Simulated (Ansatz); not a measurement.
H$_{4}$BIN$_{2}$, SMILES `IB(N)N` with one electron removed (charge 1, multiplicity 2), frozen-core CCSD(T)/def2-TZVPP // r2SCAN-D4/def2-TZVP run with Ansatz (a program for electronic structure). The calculation was stopped at its time limit.

Ansatz 0.2 input:
```yaml
crystal:
  periodic: [false, false, false]
  atoms:
    - { symbol: N, position_ang: [1.267246, -0.144544, -0.13521] }
    - { symbol: B, position_ang: [-0.042912, 0.335391, 0.012433] }
    - { symbol: N, position_ang: [-1.188875, -0.467979, 0.112505] }
    - { symbol: I, position_ang: [-0.31947, 2.496898, 0.092563] }
    - { symbol: H, position_ang: [1.491937, -1.124938, -0.181878] }
    - { symbol: H, position_ang: [2.062175, 0.464378, -0.203401] }
    - { symbol: H, position_ang: [-2.110697, -0.085126, 0.217458] }
    - { symbol: H, position_ang: [-1.159402, -1.474081, 0.085532] }
basis:
  gaussian: { orbitals: def2-TZVPP }
correlation:
  method: ccsd_t
total_charge: 1
magnetization:
  spin_polarized: true
  initial_magnetization: 1
```

The last lines of the output:

```
mean field evaluation 96: about -11767.3922 eV, gradient 2.4e-6 eV
mean field evaluation 128: about -11767.3986 eV, gradient 1.9e-3 eV
mean field evaluation 160: about -11764.0706 eV, gradient 3.6e0 eV
mean field evaluation 192: about -11767.3919 eV, gradient 1.4e-1 eV
mean field evaluation 224: about -11767.0275 eV, gradient 1.7e0 eV
mean field evaluation 256: about -11767.3986 eV, gradient 8.9e-4 eV
mean field evaluation 288: about -11759.7321 eV, gradient 1.8e0 eV
mean field evaluation 320: about -11767.3986 eV, gradient 1.1e-3 eV
mean field evaluation 352: about -11767.3922 eV, gradient 1.0e-2 eV
mean field evaluation 384: about -11765.3218 eV, gradient 8.6e-3 eV
mean field -11767.39856947 eV, -432.4439211989 hartree, gradient 9.0e-9 eV, S^2 0.761623; 14 other end points of the search recorded, 0 dependent functions left out
determinant -11767.39856947 eV, -432.4439211989 hartree, with singles and doubles -11794.27190261 eV, -433.4314979764 hartree
determinant -11767.39215796 eV, -432.4436855803 hartree, with singles and doubles -11794.19281752 eV, -433.4285916529 hartree
determinant -11767.08355135 eV, -432.4323444964 hartree, with singles and doubles -11793.78038968 eV, -433.4134352091 hartree
determinant -11767.07984709 eV, -432.4322083675 hartree, with singles and doubles -11793.80436293 eV, -433.4143162098 hartree
determinant -11766.86729910 eV, -432.4243973728 hartree, with singles and doubles -11793.99017179 eV, -433.4211445596 hartree
determinant -11765.32175191 eV, -432.3675995613 hartree, with singles and doubles -11792.08098871 eV, -433.3509833755 hartree
determinant -11767.39856947 eV, -432.4439211989 hartree, with singles and doubles -11794.13800680 eV, -433.4265773959 hartree
determinant -11767.39215796 eV, -432.4436855803 hartree, with singles and doubles -11794.06124853 eV, -433.4237565816 hartree
determinant -11767.08355135 eV, -432.4323444964 hartree, with singles and doubles -11793.66475129 eV, -433.4091855767 hartree
determinant -11767.07984709 eV, -432.4322083675 hartree, with singles and doubles -11793.68651372 eV, -433.4099853314 hartree
determinant -11766.86729910 eV, -432.4243973728 hartree, with singles and doubles -11793.86952384 eV, -433.4167108293 hartree
determinant -11767.39856947 eV, -432.4439211989 hartree, with singles and doubles -11794.14464306 eV, -433.4268212742 hartree
determinant -11767.39215796 eV, -432.4436855803 hartree, with singles and doubles -11794.06169521 eV, -433.4237729967 hartree
```
